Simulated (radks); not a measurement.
Problem. The germanium ion Ge4+, 28 electrons, occupied as [Ar] 3d10 (the NIST ground configuration). Method: Dirac Kohn-Sham, BLYP, spin-unpolarised, spherical densities, finite nucleus; Fermi nuclear charge, rms radius 4.0742 fm; computed with a radial shooting solver on a logarithmic mesh with Libxc functionals.

Spin-orbit splittings of the eigenvalues, e(l+1/2) - e(l-1/2), with zeta = 2 splitting/(2l+1) and mean radii in bohr:

| shell | occ. | splitting (eV) | zeta (eV) | <r> j=l-1/2 | <r> j=l+1/2 |
|---|---|---|---|---|---|
| 2p | 6 | 31.91 | 21.28 | 0.1812 | 0.1848 |
| 3p | 6 | 4.296 | 2.864 | 0.6385 | 0.6490 |
| 3d | 10 | 0.5993 | 0.2397 | 0.7153 | 0.7198 |
| 4p | 0 | ? | ? | 1.995 | 2.017 |

Estimate the 4p splitting.

Solution. 0.4606 eV (zeta = 0.3071 eV).
